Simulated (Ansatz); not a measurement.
Ansatz (an electronic-structure program) input (HF/6-31G*):

Ansatz 0.2 input:
```yaml
crystal:
  periodic: [false, false, false]
  atoms:
    - {symbol: C, position_ang: [2.42019669, -0.30988214, 0.27244861]}
    - {symbol: Si, position_ang: [1.14817114, 0.38850659, -0.92498084]}
    - {symbol: C, position_ang: [-0.42088325, 0.98645911, -0.01351287]}
    - {symbol: C, position_ang: [-1.22014351, -0.16300506, 0.55123231]}
    - {symbol: C, position_ang: [-2.47643132, -0.56200730, -0.19122852]}
    - {symbol: O, position_ang: [-0.86363386, -0.74506003, 1.53251713]}
    - {symbol: H, position_ang: [3.27723356, -0.71286618, -0.25966113]}
    - {symbol: H, position_ang: [2.78113843, 0.45924735, 0.94950819]}
    - {symbol: H, position_ang: [1.98872348, -1.10244577, 0.87472062]}
    - {symbol: H, position_ang: [1.70123340, 1.54334882, -1.66501082]}
    - {symbol: H, position_ang: [0.74903647, -0.63564731, -1.91657204]}
    - {symbol: H, position_ang: [-1.01823005, 1.59105689, -0.68913768]}
    - {symbol: H, position_ang: [-0.09858187, 1.61554275, 0.81130892]}
    - {symbol: H, position_ang: [-3.21200652, 0.23439448, -0.11925557]}
    - {symbol: H, position_ang: [-2.88374490, -1.46762962, 0.23593859]}
    - {symbol: H, position_ang: [-2.26655876, -0.71300112, -1.24588174]}
basis:
  gaussian:
    orbitals: 6-31G*
hamiltonian:
  xc: {name: HF}
phonons: {temperatures: {t_min: 298.15, t_max: 298.15, t_step: 100}}
```

Output:

```
Functional definition: HF
integrals: 0.07 GiB planned
1313 factors; integrals over basis functions are off by at most 4.4e-4 eV
mean field: 0.44 GiB planned
mean field evaluation 1: about -14174.9168 eV, gradient 4.3e1 eV
mean field evaluation 2: about -14175.0157 eV, gradient 4.3e1 eV
mean field evaluation 4: about -14179.4344 eV, gradient 5.4e0 eV
mean field evaluation 8: about -14179.5405 eV, gradient 4.7e-1 eV
mean field -14179.54237006 eV, -521.0885708607 hartree, gradient 1.8e-5 eV, S^2 0.000000; 0 other end points of the search recorded, 0 dependent functions left out
the calculation of the forces begins
reference -14179.54237006 eV, -521.0885708607 hartree; 28, 28 occupied and 86, 86 virtual orbitals, 1313 factors
these checks for a lower state are left out or cut short: stability, starts, cluster_reference, orbital_swaps, neighbouring_geometries, increment
integrals: 0.07 GiB planned
1313 factors; integrals over basis functions are off by at most 4.4e-4 eV
mean field: 0.44 GiB planned
mean field evaluation 16: about -14179.5422 eV, gradient 5.1e-5 eV
mean field -14179.54221154 eV, -521.0885650350 hartree, gradient 2.4e-6 eV, S^2 0.000000; 0 other end points of the search recorded, 0 dependent functions left out
the calculation of the forces begins
reference -14179.54221154 eV, -521.0885650350 hartree; 28, 28 occupied and 86, 86 virtual orbitals, 1313 factors
these checks for a lower state are left out or cut short: stability, starts, cluster_reference, orbital_swaps, neighbouring_geometries, increment
integrals: 0.07 GiB planned
1313 factors; integrals over basis functions are off by at most 4.4e-4 eV
mean field: 0.44 GiB planned
mean field -14179.54221187 eV, -521.0885650471 hartree, gradient 2.3e-6 eV, S^2 0.000000; 0 other end points of the search recorded, 0 dependent functions left out
the calculation of the forces begins
reference -14179.54221187 eV, -521.0885650471 hartree; 28, 28 occupied and 86, 86 virtual orbitals, 1313 factors
these checks for a lower state are left out or cut short: stability, starts, cluster_reference, orbital_swaps, neighbouring_geometries, increment
integrals: 0.07 GiB planned
1313 factors; integrals over basis functions are off by at most 4.4e-4 eV
mean field: 0.44 GiB planned
mean field -14179.54220055 eV, -521.0885646313 hartree, gradient 1.8e-6 eV, S^2 0.000000; 0 other end points of the search recorded, 0 dependent functions left out
the calculation of the forces begins
reference -14179.54220055 eV, -521.0885646313 hartree; 28, 28 occupied and 86, 86 virtual orbitals, 1313 factors
these checks for a lower state are left out or cut short: stability, starts, cluster_reference, orbital_swaps, neighbouring_geometries, increment
integrals: 0.07 GiB planned
1313 factors; integrals over basis functions are off by at most 4.4e-4 eV
mean field: 0.44 GiB planned
mean field evaluation 32: about -14179.4201 eV, gradient 4.2e-1 eV
mean field -14179.54219896 eV, -521.0885645728 hartree, gradient 2.1e-6 eV, S^2 0.000000; 0 other end points of the search recorded, 0 dependent functions left out
the calculation of the forces begins
reference -14179.54219896 eV, -521.0885645728 hartree; 28, 28 occupied and 86, 86 virtual orbitals, 1313 factors
these checks for a lower state are left out or cut short: stability, starts, cluster_reference, orbital_swaps, neighbouring_geometries, increment
integrals: 0.07 GiB planned
1313 factors; integrals over basis functions are off by at most 4.4e-4 eV
mean field: 0.44 GiB planned
mean field -14179.54220985 eV, -521.0885649731 hartree, gradient 2.8e-6 eV, S^2 0.000000; 0 other end points of the search recorded, 0 dependent functions left out
the calculation of the forces begins
reference -14179.54220985 eV, -521.0885649731 hartree; 28, 28 occupied and 86, 86 virtual orbitals, 1313 factors
these checks for a lower state are left out or cut short: stability, starts, cluster_reference, orbital_swaps, neighbouring_geometries, increment
integrals: 0.07 GiB planned
1313 factors; integrals over basis functions are off by at most 4.4e-4 eV
mean field: 0.44 GiB planned
mean field -14179.54220987 eV, -521.0885649738 hartree, gradient 2.5e-6 eV, S^2 0.000000; 0 other end points of the search recorded, 0 dependent functions left out
the calculation of the forces begins
reference -14179.54220987 eV, -521.0885649738 hartree; 28, 28 occupied and 86, 86 virtual orbitals, 1313 factors
these checks for a lower state are left out or cut short: stability, starts, cluster_reference, orbital_swaps, neighbouring_geometries, increment
integrals: 0.07 GiB planned
1313 factors; integrals over basis functions are off by at most 4.4e-4 eV
mean field: 0.44 GiB planned
mean field -14179.54226434 eV, -521.0885669756 hartree, gradient 1.7e-6 eV, S^2 0.000000; 0 other end points of the search recorded, 0 dependent functions left out
[...]
the calculation of the forces begins
reference -14179.54233801 eV, -521.0885696830 hartree; 28, 28 occupied and 86, 86 virtual orbitals, 1313 factors
these checks for a lower state are left out or cut short: stability, starts, cluster_reference, orbital_swaps, neighbouring_geometries, increment
integrals: 0.07 GiB planned
1313 factors; integrals over basis functions are off by at most 4.4e-4 eV
mean field: 0.44 GiB planned
mean field -14179.54233917 eV, -521.0885697256 hartree, gradient 1.7e-6 eV, S^2 0.000000; 0 other end points of the search recorded, 0 dependent functions left out
the calculation of the forces begins
reference -14179.54233917 eV, -521.0885697256 hartree; 28, 28 occupied and 86, 86 virtual orbitals, 1313 factors
these checks for a lower state are left out or cut short: stability, starts, cluster_reference, orbital_swaps, neighbouring_geometries, increment
integrals: 0.07 GiB planned
1313 factors; integrals over basis functions are off by at most 4.4e-4 eV
mean field: 0.44 GiB planned
mean field -14179.54228169 eV, -521.0885676130 hartree, gradient 1.4e-6 eV, S^2 0.000000; 0 other end points of the search recorded, 0 dependent functions left out
the calculation of the forces begins
reference -14179.54228169 eV, -521.0885676130 hartree; 28, 28 occupied and 86, 86 virtual orbitals, 1313 factors
these checks for a lower state are left out or cut short: stability, starts, cluster_reference, orbital_swaps, neighbouring_geometries, increment
integrals: 0.07 GiB planned
1313 factors; integrals over basis functions are off by at most 4.4e-4 eV
mean field: 0.44 GiB planned
mean field -14179.54228328 eV, -521.0885676715 hartree, gradient 2.6e-6 eV, S^2 0.000000; 0 other end points of the search recorded, 0 dependent functions left out
the calculation of the forces begins
reference -14179.54228328 eV, -521.0885676715 hartree; 28, 28 occupied and 86, 86 virtual orbitals, 1313 factors
these checks for a lower state are left out or cut short: stability, starts, cluster_reference, orbital_swaps, neighbouring_geometries, increment
integrals: 0.07 GiB planned
1313 factors; integrals over basis functions are off by at most 4.4e-4 eV
mean field: 0.44 GiB planned
mean field evaluation 544: about -14179.5423 eV, gradient 9.7e-6 eV
mean field -14179.54233681 eV, -521.0885696387 hartree, gradient 1.5e-6 eV, S^2 0.000000; 0 other end points of the search recorded, 0 dependent functions left out
the calculation of the forces begins
reference -14179.54233681 eV, -521.0885696387 hartree; 28, 28 occupied and 86, 86 virtual orbitals, 1313 factors
these checks for a lower state are left out or cut short: stability, starts, cluster_reference, orbital_swaps, neighbouring_geometries, increment
integrals: 0.07 GiB planned
1313 factors; integrals over basis functions are off by at most 4.4e-4 eV
mean field: 0.44 GiB planned
mean field -14179.54233687 eV, -521.0885696411 hartree, gradient 1.5e-6 eV, S^2 0.000000; 0 other end points of the search recorded, 0 dependent functions left out
the calculation of the forces begins
reference -14179.54233687 eV, -521.0885696411 hartree; 28, 28 occupied and 86, 86 virtual orbitals, 1313 factors
these checks for a lower state are left out or cut short: stability, starts, cluster_reference, orbital_swaps, neighbouring_geometries, increment
integrals: 0.07 GiB planned
1313 factors; integrals over basis functions are off by at most 4.4e-4 eV
mean field: 0.44 GiB planned
mean field -14179.54235041 eV, -521.0885701387 hartree, gradient 2.1e-6 eV, S^2 0.000000; 0 other end points of the search recorded, 0 dependent functions left out
the calculation of the forces begins
reference -14179.54235041 eV, -521.0885701387 hartree; 28, 28 occupied and 86, 86 virtual orbitals, 1313 factors
these checks for a lower state are left out or cut short: stability, starts, cluster_reference, orbital_swaps, neighbouring_geometries, increment
integrals: 0.07 GiB planned
1313 factors; integrals over basis functions are off by at most 4.4e-4 eV
mean field: 0.44 GiB planned
mean field -14179.54234799 eV, -521.0885700496 hartree, gradient 2.2e-6 eV, S^2 0.000000; 0 other end points of the search recorded, 0 dependent functions left out
the calculation of the forces begins
reference -14179.54234799 eV, -521.0885700496 hartree; 28, 28 occupied and 86, 86 virtual orbitals, 1313 factors
these checks for a lower state are left out or cut short: stability, starts, cluster_reference, orbital_swaps, neighbouring_geometries, increment
integrals: 0.07 GiB planned
1313 factors; integrals over basis functions are off by at most 4.4e-4 eV
mean field: 0.44 GiB planned
mean field -14179.54235047 eV, -521.0885701407 hartree, gradient 2.7e-6 eV, S^2 0.000000; 0 other end points of the search recorded, 0 dependent functions left out
the calculation of the forces begins
reference -14179.54235047 eV, -521.0885701407 hartree; 28, 28 occupied and 86, 86 virtual orbitals, 1313 factors
these checks for a lower state are left out or cut short: stability, starts, cluster_reference, orbital_swaps, neighbouring_geometries, increment
integrals: 0.07 GiB planned
1313 factors; integrals over basis functions are off by at most 4.4e-4 eV
mean field: 0.44 GiB planned
mean field evaluation 576: about -14179.5424 eV, gradient 2.7e-6 eV
mean field -14179.54235315 eV, -521.0885702393 hartree, gradient 2.7e-6 eV, S^2 0.000000; 0 other end points of the search recorded, 0 dependent functions left out
the calculation of the forces begins
reference -14179.54235315 eV, -521.0885702393 hartree; 28, 28 occupied and 86, 86 virtual orbitals, 1313 factors
these checks for a lower state are left out or cut short: stability, starts, cluster_reference, orbital_swaps, neighbouring_geometries, increment
integrals: 0.07 GiB planned
1313 factors; integrals over basis functions are off by at most 4.4e-4 eV
mean field: 0.44 GiB planned
mean field -14179.54225999 eV, -521.0885668157 hartree, gradient 1.7e-6 eV, S^2 0.000000; 0 other end points of the search recorded, 0 dependent functions left out
the calculation of the forces begins
reference -14179.54225999 eV, -521.0885668157 hartree; 28, 28 occupied and 86, 86 virtual orbitals, 1313 factors
these checks for a lower state are left out or cut short: stability, starts, cluster_reference, orbital_swaps, neighbouring_geometries, increment
integrals: 0.07 GiB planned
1313 factors; integrals over basis functions are off by at most 4.4e-4 eV
mean field: 0.44 GiB planned
mean field -14179.54226421 eV, -521.0885669708 hartree, gradient 1.7e-6 eV, S^2 0.000000; 0 other end points of the search recorded, 0 dependent functions left out
the calculation of the forces begins
reference -14179.54226421 eV, -521.0885669708 hartree; 28, 28 occupied and 86, 86 virtual orbitals, 1313 factors
Total energy: -14179.54237006 eV, -521.0885708607 hartree
Atom 0 at     2.420197    -0.309882     0.272449 Å, force     0.000005     0.000315     0.000023 eV/Å
Atom 1 at     1.148171     0.388507    -0.924981 Å, force    -0.000569    -0.000138    -0.000012 eV/Å
Atom 2 at    -0.420883     0.986459    -0.013513 Å, force     0.000630     0.000208    -0.000575 eV/Å
Atom 3 at    -1.220144    -0.163005     0.551232 Å, force    -0.000947     0.001494    -0.001499 eV/Å
Atom 4 at    -2.476431    -0.562007    -0.191229 Å, force    -0.000956    -0.000068    -0.000060 eV/Å
Atom 5 at    -0.863634    -0.745060     1.532517 Å, force     0.001944    -0.001880     0.002735 eV/Å
Atom 6 at     3.277234    -0.712866    -0.259661 Å, force    -0.000002    -0.000049    -0.000096 eV/Å
Atom 7 at     2.781138     0.459247     0.949508 Å, force     0.000198     0.000098     0.000189 eV/Å
Atom 8 at     1.988723    -1.102446     0.874721 Å, force    -0.000061    -0.000242     0.000077 eV/Å
Atom 9 at     1.701233     1.543349    -1.665011 Å, force     0.000080     0.000264     0.000124 eV/Å
Atom 10 at     0.749036    -0.635647    -1.916572 Å, force    -0.000051    -0.000269    -0.000232 eV/Å
Atom 11 at    -1.018230     1.591057    -0.689138 Å, force    -0.000078    -0.000028     0.000041 eV/Å
Atom 12 at    -0.098582     1.615543     0.811309 Å, force    -0.000061     0.000255     0.000223 eV/Å
Atom 13 at    -3.212007     0.234394    -0.119256 Å, force    -0.000388     0.000793    -0.000285 eV/Å
Atom 14 at    -2.883745    -1.467630     0.235939 Å, force    -0.000242    -0.000206    -0.000002 eV/Å
Atom 15 at    -2.266559    -0.713001    -1.245882 Å, force     0.000498    -0.000545    -0.000651 eV/Å
Dipole moment:    -0.110937     0.296681    -0.398297 e Å
Vibrations: 39.97 77.00 134.42 150.43 168.92 222.11 396.72 508.61 552.35 598.75 664.60 718.24 726.36 802.86 877.81 939.51 977.25 1010.69 1043.80 1063.94 1131.40 1244.67 1305.20 1378.76 1457.35 1547.31 1597.14 1602.69 1605.82 1611.56 1621.78 1993.11 2348.01 2360.52 3198.28 3206.52 3216.47 3263.77 3264.29 3266.17 3283.47 3323.38 cm⁻¹, zero-point energy 3.750647 eV
```

The blocks after the first are displaced geometries, from whose forces the wavenumbers follow.
